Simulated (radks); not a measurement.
Trend from Mg4+ to Ar4+: ionisation energy by Delta-SCF between NIST ground configurations, and size. Method: non-relativistic Kohn-Sham, PBE, spin-polarised, spherical densities, point nucleus; open shells are filled with parallel spins first; computed with a radial shooting solver on a logarithmic mesh with Libxc functionals.

Mg4+: configuration [He] 2s2 2p4; IE (eV) 140.87; NIST (eV) 141.33; kind semi-emp.; outermost 2s; <r> outermost (bohr) 0.655
Al4+: configuration [He] 2s2 2p5; IE (eV) 154.25; NIST (eV) 153.83; kind semi-emp.; outermost 2s; <r> outermost (bohr) 0.607
Si4+: configuration [Ne]; IE (eV) 167.10; NIST (eV) 166.77; kind exp.; outermost 2s; <r> outermost (bohr) 0.566
P4+: configuration [Ne] 3s1; IE (eV) 65.502; NIST (eV) 65.025; kind exp.; outermost 3s; <r> outermost (bohr) 1.60
S4+: configuration [Ne] 3s2; IE (eV) 72.359; NIST (eV) 72.595; kind exp.; outermost 3s; <r> outermost (bohr) 1.47
Cl4+: configuration [Ne] 3s2 3p1; IE (eV) 67.527; NIST (eV) 67.7; kind semi-emp.; outermost 3p; <r> outermost (bohr) 1.44
Ar4+: configuration [Ne] 3s2 3p2; IE (eV) 74.855; NIST (eV) 74.8; kind semi-emp.; outermost 3p; <r> outermost (bohr) 1.33

Reference values: NIST Atomic Spectra Database (exp. = measured, semi-emp. = semi-empirical, theory = theoretical value adopted there). Open shells are spherical and high-spin; term and fine-structure splittings are not resolved.
